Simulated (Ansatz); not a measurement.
The cluster Na₇⁻. Total charge -1; singlet. Geometry PBE0/def2-SVPD.

Cartesian coordinates in Å:
```
Na -0.175 0.975 2.184
Na 1.998 2.036 -0.288
Na -0.399 -2.511 2.257
Na -1.688 2.215 -0.669
Na 1.950 -1.402 -0.088
Na -2.007 -1.216 -0.556
Na 0.322 -0.096 -2.839
```

LC-ωPBE has ω = 0.4 bohr⁻¹. At HF/def2-TZVPD the restricted singlet is unstable: a solution with broken spin symmetry lies lower. The restricted singlet is unstable towards broken spin symmetry in Hartree–Fock (as tested in another run); at PBE/def2-TZVPD, r2SCAN/def2-TZVPD, PBE0/def2-TZVPD, LC-ωPBE/def2-TZVPD this wasn't settled. The structure comes from a short search, and lower isomers may exist.

Q: Estimate the orbital energies around the gap (eV) in Ansatz with HF/def2-TZVPD, PBE/def2-TZVPD, r2SCAN/def2-TZVPD, PBE0/def2-TZVPD, LC-ωPBE/def2-TZVPD.

A: 
| orbital | HF/def2-TZVPD | PBE/def2-TZVPD | r2SCAN/def2-TZVPD | PBE0/def2-TZVPD | LC-ωPBE/def2-TZVPD |
| --- | --- | --- | --- | --- | --- |
| HOMO−13 | -38.01 | -25.03 | -26.19 | -28.45 | -30.77 |
| HOMO−12 | -37.98 | -24.99 | -26.14 | -28.42 | -30.76 |
| HOMO−11 | -37.97 | -24.99 | -26.13 | -28.41 | -30.76 |
| HOMO−10 | -37.97 | -24.99 | -26.13 | -28.41 | -30.76 |
| HOMO−9 | -37.97 | -24.98 | -26.12 | -28.40 | -30.74 |
| HOMO−8 | -37.96 | -24.98 | -26.12 | -28.40 | -30.74 |
| HOMO−7 | -37.96 | -24.97 | -26.12 | -28.40 | -30.74 |
| HOMO−6 | -37.95 | -24.97 | -26.12 | -28.40 | -30.74 |
| HOMO−5 | -37.95 | -24.97 | -26.12 | -28.40 | -30.74 |
| HOMO−4 | -37.95 | -24.97 | -26.11 | -28.40 | -30.74 |
| HOMO−3 | -3.90 | -1.55 | -1.70 | -2.30 | -4.43 |
| HOMO−2 | -1.64 | -0.44 | -0.49 | -0.86 | -2.16 |
| HOMO−1 | -1.13 | -0.12 | -0.15 | -0.50 | -1.66 |
| HOMO | -1.12 | -0.11 | -0.14 | -0.49 | -1.65 |
| LUMO | 2.02 | 0.73 | 0.77 | 1.07 | 1.92 |
| LUMO+1 | 2.21 | 0.95 | 1.04 | 1.29 | 2.14 |
| LUMO+2 | 2.26 | 0.96 | 1.05 | 1.30 | 2.14 |
| LUMO+3 | 2.27 | 1.10 | 1.14 | 1.39 | 2.15 |
| LUMO+4 | 2.32 | 1.27 | 1.32 | 1.58 | 2.22 |
| LUMO+5 | 2.38 | 1.28 | 1.32 | 1.58 | 2.34 |
